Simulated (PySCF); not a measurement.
## [ReO2F2]+ at several levels of theory

Computed with PySCF 2.14.0 (density fitting, no spin-orbit coupling) at the geometry relaxed with TPSS:

```xyz
5
[ReO2F2]+ (singlet)
Re    0.0000    0.0000   -0.0451
O     0.9406    0.9406    0.9761
O    -0.9406   -0.9406    0.9761
F     1.0991   -1.0991   -0.9846
F    -1.0991    1.0991   -0.9846
```

```
 level                                              basis    state  HOMO (eV)  gap (eV)  charge on Re1 (e)  dipole about the centre of mass (D)  largest force component (eV/Å)
  TPSS     Re def2-SVP with ECP60, O def2-SVP, F def2-SVP  singlet     -15.99      4.18               1.57                                 0.78                            0.04
  PBE0                                           the same  singlet     -17.67      6.34               1.65                                 0.69                            1.51
r2SCAN                                           the same  singlet     -16.38      4.39               1.62                                 0.75                            0.55
 M06-L                                           the same  singlet     -16.39      4.37               1.77                                 0.73                            0.98
  TPSS  Re def2-TZVP with ECP60, O def2-TZVP, F def2-TZVP  singlet     -15.89      4.17               1.75                                 0.75                            0.23
  TPSS          Re x2c-SVPall, O x2c-SVPall, F x2c-SVPall  singlet     -16.24      4.00               1.49                                 0.64                            0.57
```

Charges are Mulliken's, which hang on the basis. The relaxation used the grid (50, 194), these runs (75, 302) or, all-electron (x2c bases, spin-free X2C Hamiltonian), (99, 590).

(1) What does B3LYP with Re def2-SVP with ECP60, O def2-SVP, F def2-SVP give here?

No frequency check is given that shows the relaxed geometry to be a minimum.

## Answers

(1) state singlet, HOMO (eV) -17.34, gap (eV) 5.84, charge on Re1 (e) 1.60, dipole about the centre of mass (D) 0.70, largest force component (eV/Å) 0.91. Time: 8.4 s on 2 threads of Intel(R) Xeon(R) Processor @ 2.50GHz (Skylake/Cascade Lake), on a shared host, from an already converged density.
